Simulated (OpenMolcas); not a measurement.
**Pt6+: moving or changing the point charges**

Pt6+ among 2 point charges of -1 e arranged as a linear pair (D∞h), 1.98 Å from the ion.

```json
{"Program": "OpenMolcas", "Method": "SS-CASPT2, IPEA 0.25 Eh, imaginary shift 0.1 Eh (closed shells correlated: 5s 5p)", "Basis": "ANO-RCC-VDZP [7s6p4d2f]", "Scalar Hamiltonian": "DKH2, point nucleus", "Active space": "4 electrons in 5 orbitals (5d)", "State averaging": "2S+1 = 5 even, 5 roots; 2S+1 = 3 even, 45 roots; 2S+1 = 1 even, 50 roots", "Spin-orbit coupling": "state interaction with AMFI integrals over the reference wave functions"}
```

Runs around this geometry, states (labels by Λ). Energies in cm-1 above the lowest state or level, χT in cm3 K/mol.

```json
{"R (Å)": "1.98", "q (e)": "-0.8", "Ground state": "5Σ", "First state of that spin": "5Π 3090", "First gap with spin-orbit (degeneracies)": "6860 (1, 2)", "χT at 300 K": "0.032", "First state of another spin": "3Γ 21440"}
{"R (Å)": "1.84", "q (e)": "-1", "Ground state": "5Σ", "First state of that spin": "5Π 4930", "First gap with spin-orbit (degeneracies)": "6180 (1, 2)", "χT at 300 K": "0.040", "First state of another spin": "3Γ 21520"}
{"R (Å)": "1.98", "q (e)": "-1", "Ground state": "5Σ", "First state of that spin": "5Π 3780", "First gap with spin-orbit (degeneracies)": "6520 (1, 2)", "χT at 300 K": "0.035", "First state of another spin": "3Γ 21490"}
{"R (Å)": "2.16", "q (e)": "-1", "Ground state": "5Σ", "First state of that spin": "5Π 2760", "First gap with spin-orbit (degeneracies)": "6920 (1, 2)", "χT at 300 K": "0.032", "First state of another spin": "3Γ 21440"}
```

Taking the first state of the same spin as R^-n, n = -ln(2760 / 4930) / ln(2.16 / 1.84) = 3.6 between the shortest and longest distance.

Scaling the charges by -0.8 / -1 = 0.80 scales the first state of the same spin by 3090 / 3780 = 0.82; with fixed orbitals a first-order splitting would follow the charge.

Roots that are degenerate in the reference are averaged as groups; the widest CASPT2 spread within a group is 51 cm-1 (the 2-fold group of multiplicity 1 near 86300 cm-1 above the lowest state of its run, R = 1.98, q = -0.8). Shifts and gaps below about the spread of the groups concerned are not significant. Point charges give a weaker field than real ligands, and real ions of this kind are as a rule low spin; the high spin found here belongs to the model. Free-ion shares, where given, are those of the reference states; single-state CASPT2 does not remix them. Spin-orbit coupling mixes the spin-free states strongly: the lowest level takes only 25 % from its leading state, 5Π, which lies 3093 cm-1 above the lowest spin-free state (figures for R = 1.98, q = -0.8; the like holds for R = 1.84, q = -1, R = 1.98, q = -1, R = 2.16, q = -1). This is an electrostatic model: the charges have no orbitals. No measured value stands beside these numbers.
